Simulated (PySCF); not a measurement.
CH₃OSSi (doublet state).
Cartesian coordinates in Å at the GFN2-xTB level; atoms count from 1:
```xyz
7
CH3OSSi angstrom
O      2.7818   -0.5609   -0.7245
C      1.6651   -0.3643   -0.3895
S      0.3610   -1.3282    0.0906
Si    -1.0234    0.3542    0.4076
H     -1.1314    1.0274   -0.8782
H     -2.2414   -0.3120    0.8370
H     -0.4085    1.1887    1.4291
```

The hyperfine couplings belong to this conformer and change with its torsions.

The species is `O=[C]S[SiH3]` [radical].

Level of theory: UKS B3LYP, pcH-1 on C H O S Si, non-relativistic, mean-field spin-orbit, GIAO (PySCF 2.14.0). The structure is a single GFN2-xTB conformer in the gas phase; no vibrational or solvent corrections. Couplings are sensitive to structure, and on GFN2-xTB geometries they can be far from those on DFT ones. No stability test was run, so a lower SCF solution isn't excluded.

Task: Give the principal g shifts and their parts.

Result: 
| Δg (ppt) | 1 | 2 | 3 |
| --- | --- | --- | --- |
| relativistic mass correction | -0.24 | -0.24 | -0.24 |
| gauge correction | 0.01 | 0.01 | 0.06 |
| orbital Zeeman/spin–orbit | -11.96 | -0.04 | 0.39 |
| total | -12.19 | -0.27 | 0.20 |

So g = 1.99013, 2.00205, 2.00252 and g_iso = 1.99824; the tensor is close to axial: the two nearest values differ by 4 % of g3 − g1. Axes: g1 points within 2° of the O1–C2 bond.

Task: What are the electron Larmor frequencies g μB B/h along the three axes at 350 mT?

Result: 9.7490, 9.8074, 9.8097 GHz for g1, g2 and g3, a range of 60.7 MHz.

Task: At 9.421 GHz, how far is the centre of the isotropic spectrum from where a free electron (g = 2.002319) resonates?

Result: B = hν/(g μB) with μB/h = 13.99624 MHz/mT gives 336.16 mT for the free electron and 336.85 mT at g_iso, 0.69 mT higher.

Task: In a frozen sample, at which fields do the three g values resonate at 9.5, 34, 94 and 263 GHz (hyperfine left aside), and which band first spreads them over more than twice a line width of 0.3 mT?

Result: 
```
band    GHz  B(g3) mT  B(g2) mT  B(g1) mT  spread mT
   X    9.5    338.95    339.03    341.06       2.11
   Q   34.0   1213.08   1213.37   1220.63       7.55
   W   94.0   3353.81   3354.60   3374.69      20.88
   J  263.0   9383.54   9385.74   9441.96      58.42
```

The spread grows in proportion to the frequency. X band is the first where it exceeds 0.6 mT.

The Mulliken spin populations are largest on C2 (+0.57), O1 (+0.23) and S3 (+0.17). Three atoms exceed +0.15.

The HOMO–LUMO gaps are 4.43 eV among the α and 5.78 eV among the β orbitals.

The run took 24 s of wall time (with the writing of density and orbital grids) on one thread of an Arm Neoverse N1, no GPU, shared host with 64 logical CPUs at a one-minute load of 12, and the process peaked at 0.57 GiB of memory.
